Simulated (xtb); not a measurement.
Input for xtb: GFN2-xTB on O (SMILES [O]).

```
$ xtb mol.xyz --gfn 2 --sp --chrg 0 --uhf 2
1

O      0.00000000     0.00000000     0.00000000
```

What total energy does the run end on?

-3.7676 hartree.
